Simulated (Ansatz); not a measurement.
Relaxation of BF$_{2}$H$_{5}$NSi (10 atoms, charge 0, multiplicity 2), to a largest force component of 0.03 eV/Å in at most 50 steps.

Theory: Ansatz, UKS PBE-D4/cc-pVDZ.

```xyz
10
Properties=species:S:1:pos:R:3:forces:R:3
B 0.142 -0.120 -0.037 0.00 0.40 -0.57
F 0.062 -0.885 1.065 0.01 -0.45 0.36
N 1.330 -0.033 -0.774 -0.02 -0.01 0.01
H 2.173 -0.538 -0.510 0.00 0.00 0.00
H 1.408 0.531 -1.617 0.00 0.01 0.01
F -0.969 0.558 -0.406 0.04 -0.03 0.01
Si -0.167 0.284 3.597 0.02 0.11 0.22
H -0.939 -1.011 3.658 0.00 0.02 0.02
H 1.328 0.021 3.633 -0.11 0.02 -0.01
H -0.567 1.193 4.749 0.05 -0.07 -0.05
```

Q: Where does it end, and by what steps?

A: The run converged. The force dipped under the threshold on the way, but the program's further checks kept it going. After 33 steps the energy has fallen by 0.069 eV; H10 moved furthest, 1.23 Å.

| step | energy less start (eV) | largest force component (eV/Å) | accepted |
| --- | --- | --- | --- |
| 0 | 0.0000 | 0.567 | yes |
| 2 | -0.0335 | 0.046 | yes |
| 4 | -0.0362 | 0.144 | yes |
| 6 | -0.0376 | 0.010 | yes |
| 8 | -0.0388 | 0.058 | yes |
| 10 | -0.0400 | 0.212 | yes |
| 12 | -0.0427 | 0.054 | yes |
| 14 | -0.0458 | 0.088 | yes |
| 16 | -0.0506 | 0.200 | yes |
| 18 | -0.0597 | 0.192 | yes |
| 20 | -0.0621 | 0.145 | yes |
| 22 | -0.0637 | 0.016 | yes |
| 24 | -0.0643 | 0.049 | yes |
| 26 | -0.0649 | 0.036 | yes |
| 28 | -0.0658 | 0.094 | yes |
| 30 | -0.0680 | 0.057 | yes |
| 32 | -0.0548 | 0.466 | no |
| 33 | -0.0689 | 0.016 | yes |

```xyz
10
Properties=species:S:1:pos:R:3
B -0.018 -0.400 -0.085
F -0.162 -1.612 0.507
N 1.232 0.238 -0.132
H 2.063 -0.162 0.299
H 1.362 1.151 -0.563
F -1.110 0.155 -0.655
Si 0.013 0.221 3.159
H -1.087 -0.584 3.808
H 1.309 -0.555 3.160
H 0.201 1.548 3.860
```

Whether the end is a true minimum wasn't checked by a vibrational analysis.

The run took 47 s on 4 threads of Arm Neoverse V2, on a shared host, peak memory 0.18 GiB.
